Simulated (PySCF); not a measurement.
**A ladder of Hamiltonians for Sr²⁰⁺ (strontium, charge +20)**

Occupied: 1s1/2, 2s1/2, 2p1/2, 2p3/2, 3s1/2, 3p1/2, 3p3/2. Hartree-Fock calculated with PySCF 2.14 in an even-tempered Gaussian basis (18 s from 0.98 bohr⁻², ratio 2.7; 13 p from 1.2 bohr⁻², ratio 2.7), Gaussian nucleus throughout. NR is non-relativistic, sf-X2C the spin-free one-electron X2C Hamiltonian, X2C adds the bare one-electron spin-orbit term, X2C-SNSO screens it by Boettger's factors, DC is four-component Dirac-Coulomb, and the Gaunt and Breit terms are added at first order (total energies over the DC spinors, levels after relaxing the spinors in that mean field). QED terms are absent. Levels marked empty are virtual spinors of this ion; the basis has s and p functions only, so 3d, which can lie below the n = 4 levels, is absent.

| Hamiltonian | E (hartree) | E − E(DC) (hartree) | CPU seconds |
| --- | --- | --- | --- |
| NR | -2902.8598 | 46.9059 | 0.34 |
| sf-X2C | -2948.9165 | 0.8492 | 0.19 |
| X2C | -2949.1990 | 0.5667 | 0.3 |
| X2C-SNSO | -2949.1696 | 0.5962 | 0.3 |
| DC | -2949.7657 | 0.0000 | 9.8 |
| DC+Gaunt | -2947.9186 | 1.8471 | 17 |
| DC+Breit | -2948.0931 | 1.6726 | 48 |

```
   level (eV)        NR    sf-X2C       X2C  X2C-SNSO        DC  DC+Gaunt  DC+Breit
        1s1/2  -16673.3  -16989.2  -16988.6  -16988.6  -16999.3  -16971.1  -16973.0
        2s1/2   -2968.4   -3045.2   -3045.0   -3045.0   -3046.1   -3043.7   -3043.8
        2p1/2   -2770.7   -2789.9   -2840.3   -2837.5   -2837.8   -2833.6   -2834.0
        2p3/2   -2770.7   -2789.9   -2766.0   -2767.2   -2768.1   -2765.1   -2765.6
        3s1/2   -1008.4   -1027.5   -1027.5   -1027.5   -1027.7   -1027.2   -1027.3
        3p1/2   -931.37   -937.45   -948.03   -947.45   -947.48   -946.64   -946.75
        3p3/2   -931.37   -937.45   -932.42   -932.68   -932.84   -932.26   -932.37
4s1/2 (empty)   -455.95   -462.39   -462.38   -462.38   -462.44   -462.28   -462.30
4p1/2 (empty)   -430.57   -432.92   -436.19   -436.01   -436.02   -435.75   -435.79
4p3/2 (empty)   -430.57   -432.92   -431.37   -431.45   -431.49   -431.31   -431.35
```

```tsv
interval (eV)	X2C	X2C-SNSO	DC	DC+Gaunt	DC+Breit
2p3/2 − 2p1/2	74.31	70.30	69.67	68.48	68.48
3p3/2 − 3p1/2	15.61	14.77	14.64	14.39	14.39
4p3/2 − 4p1/2	4.819	4.559	4.526	4.444	4.444
```

Weight of the small component: 1s1/2 0.0191, 2s1/2 0.00392, 2p1/2 0.00388, 2p3/2 0.00378, 3s1/2 0.00126, 3p1/2 0.00121, 3p3/2 0.00118, 4s1/2 0.000517, 4p1/2 0.000494, 4p3/2 0.000485.

Koopmans' value for the highest occupied level at DC+Breit: 932.37 eV, against an ionisation energy of 932 ± 3 eV (semi-empirical (NIST evaluation); NIST Atomic Spectra Database, ionization energies); the former lacks relaxation, correlation, QED and recoil.

The whole ladder took 78 s of wall time on 1 thread of Neoverse-V1 (shared host), launched as `OMP_NUM_THREADS=1 python relrun2.py TASK.json OUT` (a driver that calls PySCF for each Hamiltonian).

Dirac-Coulomb iterations, started from the X2C spinors:

```
with_ssss True, with_gaunt False, with_breit False
light speed = 137.03599967994
init E= -2945.72329400764
cycle= 1 E= -2949.76561157033  delta_E= -4.04  |g|= 0.466  |ddm|= 0.053
cycle= 2 E= -2949.76573867992  delta_E= -0.000127  |g|= 0.0101  |ddm|= 0.00727
cycle= 3 E= -2949.76573941607  delta_E= -7.36e-07  |g|= 0.000796  |ddm|= 0.000856
cycle= 4 E= -2949.76573942114  delta_E= -5.07e-09  |g|= 4.29e-06  |ddm|= 6.45e-05
```
